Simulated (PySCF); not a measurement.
C₇H₁₀ClFO.
Numbering: `[CH3:1][C@@H:2]1[C@@H:3]([F:4])[CH2:5][C@:6]1([CH3:7])[C:8](=[O:9])[Cl:10]`

Structure used (GFN2-xTB), in Å, numbered top down from 1:
```xyz
20
C7H10ClFO angstrom
C      1.7391   -0.2681   -1.0764
C      0.8867    0.2705    0.0552
C      0.8777   -0.5232    1.3701
F      1.5324    0.0925    2.4079
C     -0.6486   -0.4287    1.4322
C     -0.6713    0.1218   -0.0130
C     -1.4344    1.4210   -0.2237
C     -1.0729   -0.9490   -0.9803
O     -1.2599   -2.0976   -0.7500
Cl    -1.2324   -0.3747   -2.6445
H      1.5528    0.2859   -1.9932
H      2.7912   -0.1650   -0.8190
H      1.5308   -1.3205   -1.2565
H      1.1426    1.3134    0.2523
H      1.2802   -1.5365    1.2990
H     -0.9786    0.3036    2.1644
H     -1.1739   -1.3676    1.5843
H     -2.5065    1.2446   -0.1733
H     -1.1964    1.8552   -1.1906
H     -1.1639    2.1330    0.5520
```

NICS is the negative of the GIAO shielding at a point without a nucleus: at the ring centre (0) and 1 Å above and below it (1); zz is the component along the ring normal. Level: GIAO PBE0/pcSseg-1 (PySCF, non-relativistic, gas phase) on the GFN2-xTB geometry, one conformer.

Ring bond lengths (Å), with Mayer bond orders in brackets: C2–C3 1.536 (0.99), C3–C5 1.530 (1.05), C5–C6 1.547 (1.00), C6–C2 1.567 (0.90).

What do the NICS probes read (ppm)?

```tsv
ring	type	NICS(0)	NICS(1), two faces	NICS(1)zz, two faces	rms pucker (Å)	centre to ring atoms, mean (Å)
C2–C3–C5–C6	4-membered carbocycle; formal bonds all single	-3.4	-2.8 / -0.8	0.8 / 3.6	0.07	1.09
```

What do they say, and how far can they be read as aromaticity?

- C2–C3–C5–C6: mean NICS(1)zz 2.2 ppm, near zero. C2, C3, C5, C6 have four or more neighbours, and the NICS criterion for π rings isn't applied.

What is the mean of the two in-plane components of NICS at the second NICS(1) probe listed for ring C2–C3–C5–C6, 1 Å off the ring?

The isotropic value is a third of the trace: (3 × -0.8 − (3.6))/2 = -3.0 ppm.

Give the inner angles of the rings and the Hirshfeld charges of the ring atoms.

- C2–C3–C5–C6: C2 89.0° (-0.025 e), C3 90.5° (+0.063 e), C5 89.9° (-0.083 e), C6 88.8° (+0.011 e); sum 358.2° against 360° for a flat convex ring.

What are the shieldings of the ring atoms and their hydrogens in the same run (means over atoms taken as equivalent)?

| atoms | environment | σ isotropic (ppm) |
| --- | --- | --- |
| C2 | four-membered-ring carbon | 134.6 |
| C3 | sp3 C–F carbon | 96.1 |
| C5 | four-membered-ring carbon | 147.5 |
| C6 | sp3 carbon next to a carbonyl | 137.8 |
| H14 | methine hydrogen | 29.33 |
| H15 | methine hydrogen | 27.15 |
| H16 | methylene hydrogen | 29.79 |
| H17 | methylene hydrogen | 28.43 |

The run took 35 s of wall time on one thread, x86-64 server (shared host). This is the whole shielding run at PBE0/pcSseg-1, SCF included.
